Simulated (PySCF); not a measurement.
Electric field gradients and quadrupole coupling constants

Compound: C4H8F2OSi.
Geometry (GFN2-xTB, Å), atoms numbered from 1 in this order:
```xyz
16
C4H8F2OSi angstrom
F      1.5261   -1.5594    1.7513
C      2.1169   -0.5082    1.0800
O      1.2308    0.5054    0.8556
C      0.3970    0.3641   -0.2883
Si    -1.0433    1.6406   -0.3841
C     -1.8964   -0.0494   -0.6692
C     -0.6180   -0.7934   -0.2566
F     -0.2877   -1.8051   -1.1326
H      2.9077   -0.1336    1.7408
H      2.5306   -0.9382    0.1538
H      1.0226    0.2762   -1.1858
H     -1.0010    2.5667   -1.5121
H     -1.3134    2.2738    0.8993
H     -2.7687   -0.3243   -0.0828
H     -2.1224   -0.2567   -1.7140
H     -0.6884   -1.2493    0.7335
```

Field gradients from the PBE0/pcSseg-1 density (PySCF, non-relativistic), principal values in atomic units, ordered |Vxx| ≤ |Vyy| ≤ |Vzz|:

| atom | Vxx | Vyy | Vzz |
| --- | --- | --- | --- |
| O3 | -0.2245 | -1.7070 | 1.9315 |

**Question.** Find the asymmetry η = (Vxx − Vyy)/Vzz and the couplings χ = eQV/h (234.96 MHz × Q in barn × V in au), with Q(17O) = −0.0256 b.

**Answer.** 
| atom | environment | nucleus | η | χzz (MHz) | χxx (MHz) | χyy (MHz) |
| --- | --- | --- | --- | --- | --- | --- |
| O3 | ether oxygen | 17O | 0.77 | -11.62 | 1.35 | 10.27 |

The tensor is traceless: Vxx + Vyy + Vzz = 0.

**Question.** What is Vzz at O3 in SI units (1 au = 9.71736 × 10²¹ V/m²)?

**Answer.** 1.9315 au = 18.769 × 10²¹ V/m².

**Question.** What couplings would deuterons (Q(2H) = 0.00286 b) have in place of the hydrogens, at this geometry?

**Answer.** 
```tsv
atom	bonded to	bond length (Å)	Vzz (au)	η	χzz (kHz)
H9	C2	1.096	0.2804	0.04	188
H10	C2	1.102	0.2694	0.05	181
H11	C4	1.097	0.2915	0.11	196
H12	Si5	1.460	0.1645	0.01	111
H13	Si5	1.456	0.1671	0.02	112
H14	C6	1.086	0.3226	0.04	217
H15	C6	1.089	0.3173	0.04	213
H16	C7	1.092	0.2867	0.08	193
```

One conformer (not necessarily the lowest) at the GFN2-xTB geometry, without solvent, vibrations or thermal averaging. GFN2-xTB bond lengths can be off by several hundredths of an ångström, more for odd bonds, and the gradients follow them. A larger basis could move these couplings by a tenth or more.

These values come from a run that also computed NMR shieldings. On one thread of an Arm Neoverse N1, shared host with 64 logical CPUs at a one-minute load of 57, this took 50 s of wall time and 0.83 GiB of memory at its peak.
